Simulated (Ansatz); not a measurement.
Molecule: C5H12O (charge 0, singlet). 
Structure (B3LYP-D3(BJ)/def2-TZVP (Ansatz, an electronic-structure program) minimum search):
SMILES: CCCCCO
```xyz
18

C      3.1696     0.1734    -0.0486
C      1.8376    -0.4025     0.4226
C      0.6313     0.2773    -0.2210
C     -0.7058    -0.2897     0.2493
C     -1.8992     0.3886    -0.4067
O     -3.1510    -0.0949     0.0705
H      3.2835     0.0664    -1.1301
H      4.0135    -0.3303     0.4262
H      3.2423     1.2380     0.1865
H      1.7625    -0.3112     1.5108
H      1.8039    -1.4750     0.2047
H      0.7056     0.1855    -1.3105
H      0.6658     1.3508    -0.0042
H     -0.7973    -0.1865     1.3345
H     -0.7410    -1.3645     0.0324
H     -1.8353     0.2869    -1.4983
H     -1.8963     1.4565    -0.1801
H     -3.2005    -1.0400    -0.1091
```
Charge 0, spin multiplicity 1.

Dipole moments at this geometry, in debye (magnitudes).

| level | program | dipole (D) |
|---|---|---|
| SVWN5/def2-TZVPD | Ansatz | 1.80 |
| PBE/def2-TZVPD | Ansatz | 1.73 |
| BLYP/def2-TZVPD | Ansatz | 1.75 |
| r2SCAN/def2-TZVPD | Ansatz | 1.76 |
| B97M-V/def2-TZVPD | Ansatz | 1.72 |
| PBE0/def2-TZVPD | Ansatz | 1.79 |
| BHLYP/def2-TZVPD | Ansatz | 1.87 |
| r2SCANh/def2-TZVPD | Ansatz | 1.78 |
| r2SCAN0/def2-TZVPD | Ansatz | ___ |
| CAM-B3LYP/def2-TZVPD | Ansatz | 1.86 |
| LC-wPBE/def2-TZVPD | Ansatz | 1.87 |
| wB97M-V/def2-TZVPD | Ansatz | 1.81 |
| wB97X-V/def2-TZVPD | Ansatz | 1.83 |
| CCSD(T)/aug-cc-pVDZ | Ansatz | ___ |

Task: Fill in the missing entries.

Result: 
- r2SCAN0/def2-TZVPD, dipole (D): 1.81
- CCSD(T)/aug-cc-pVDZ, dipole (D): 1.79
